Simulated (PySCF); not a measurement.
(Z)-1-bromobut-1-en-3-yne (C₄H₃Br), SMILES C#C/C=C\Br.

The structure is a stationary point at B3LYP-D3(BJ)/def2-SVP.

The numbers are results of SMD-PBE0/6-31G* (PySCF), not measurements.

Solvation free energies are E(SMD) − E(gas) at the gas-phase geometry, for 1 M in both phases. Bromine has the revised SMD18 radius of 2.60 Å. In vacuum the dipole moment is 1.26 D.

Q: Rank water, n-hexane, dichloromethane by solvation free energy, most negative first.

A: dichloromethane (-6.7 kcal/mol), n-hexane (-4.3 kcal/mol), water (-2.2 kcal/mol)
